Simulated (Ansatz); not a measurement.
Consider the atomization: `SP1BN1` → B• + 3 H• + N• + P• + S•.

Gas-phase electronic energies from Ansatz, PBE0-D4/def2-TZVP geometries. CBS: MP2 limit from def2 TZ/QZ plus the TZ coupled-cluster correction, frozen cores. This one scheme is used for every species, atoms too. Functionals use def2-TZVPP. HSE06 is defined as in plane-wave codes. Open shells (•) are unrestricted, without spin–orbit coupling. Spin–orbit coupling would lower the free atoms: a little for B, S. One conformer a species, not always the lowest.

(1) What is ΔE at CCSD(T)/CBS? (Best estimate.)

(2) What do these levels give: HSE06, BHLYP, SCS-MP2/def2-TZVPP, CCSD/def2-TZVPP, SCS-MP2/def2-QZVPP, CCSD/CBS(def2)? (An estimate is asked.)

Largest T1 diagnostic among the species: 0.015.

Answers

(1) Computed: +2287.4 kJ/mol.

(2) The calculation gave: HSE06 2319.6, BHLYP 2201.3, SCS-MP2/def2-TZVPP 2240.6, CCSD/def2-TZVPP 2136.7, SCS-MP2/def2-QZVPP 2303.0, CCSD/CBS(def2) 2230.3 kJ/mol.

At CCSD(T), def2-SVP lies −219.7 kJ/mol from the extrapolated value and def2-TZVPP −93.6 kJ/mol: correlation converges slowly with the basis, and small sets miss more of it in the bonded molecule than in its fragments. In def2-TZVPP, CCSD(T) changes the Hartree–Fock value by +706.6 kJ/mol (the triples alone add +57.1 kJ/mol) and MP2 by +757.3 kJ/mol; breaking electron pairs costs correlation energy, which Hartree–Fock lacks.

For atomizations the MP2-based limit and the directly extrapolated one differ by several kJ/mol either way, and by 10 to 25 for some Ge, Se and Sn compounds, so smaller differences from it don't rank the levels.
